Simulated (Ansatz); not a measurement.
Gas-phase electronic energies from Ansatz, PBE0-D4/def2-TZVP geometries. CCSD(T)/CBS adds triple-zeta CCSD(T) − MP2 to the extrapolated MP2 energy (def2 sets, frozen cores). This one scheme is used for every species. DFT in def2-TZVPP. For Br, Zn outer-core shells are correlated without core-valence functions, which leaves a few kJ/mol of doubt a bond. Scalar relativity is left out up to krypton.

Reaction (hydrogenolysis of a Zn–C bond): `[CH3][Zn][Br]` + H₂ → `[ZnH][Br]` + CH₄

CCSD(T)/CBS gives -32.7 kJ/mol.

Task: Another level gave -39.2 kJ/mol. Which?
A. B97M-V/def2-TZVPP
B. BHLYP-D4/def2-TZVPP
C. MP2/def2-TZVPP
D. PBE0-D4/def2-TZVPP

Result: D. PBE0-D4 -39.2, BHLYP-D4 -47.0, MP2/def2-TZVPP -28.6, B97M-V -51.9 kJ/mol.

Largest T1 diagnostic among the species: 0.012.

From BLYP to BHLYP (50 % exact exchange), in def2-TZVPP and without D4, ΔE moves by −9.4 kJ/mol. In def2-TZVPP, CCSD(T) changes the Hartree–Fock value by +27.2 kJ/mol (the triples alone add +4.7 kJ/mol) and MP2 by +35.9 kJ/mol. At CCSD(T), def2-SVP lies −12.7 kJ/mol from the extrapolated value and def2-TZVPP −4.6 kJ/mol.
